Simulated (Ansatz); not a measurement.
BaO2⁻, relaxed as a doublet with UKS r2SCAN-D4/def2-TZVPD in Ansatz, starting from the GFN2-xTB geometry. Force threshold 0.02 eV/Å.

In the def2 sets Ba takes a core potential; there is no spin–orbit coupling. The highest occupied level of the charge -1 doublet lies above zero (up to 0.50 eV). Energy differences disagree on whether the electron is bound (positive means bound): 2.27 eV (vertical, against the charge 0 singlet, at r2SCAN-D4/def2-TZVPD), but -0.49 eV at CCSD(T)/def2-TZVPPD. The structure comes from a short search, and lower isomers may exist.

Start:

Cartesian coordinates in Å:
```
Ba 0.282 0.666 -0.051
O -1.540 0.338 0.984
O 1.258 -1.003 -0.933
```

(1) Estimate the energy that the relaxation releases and the steps that it takes.

(2) Does the start keep its bonding and symmetry?

(3) Predict the relaxed structure.

## Answers

(1) 6.6 kcal/mol, in 5 steps; 9 s on 4 threads of Arm Neoverse V2 on a shared host. No frequencies were taken in this run, so the end may be a saddle point.

(2) By distances, no bond broke or formed. The bond that changes most is Ba1–O2, from 2.12 to 2.18 Å (atoms count from 1). Point group C2v at the start, C2v at the end, both within 0.05 Å.

(3) 
```xyz
3

Ba    0.096    0.226   -0.017
O    -1.700    0.679    1.140
O     1.604   -0.904   -1.123
```
Bond lengths: 2 × Ba–O 2.18 Å.
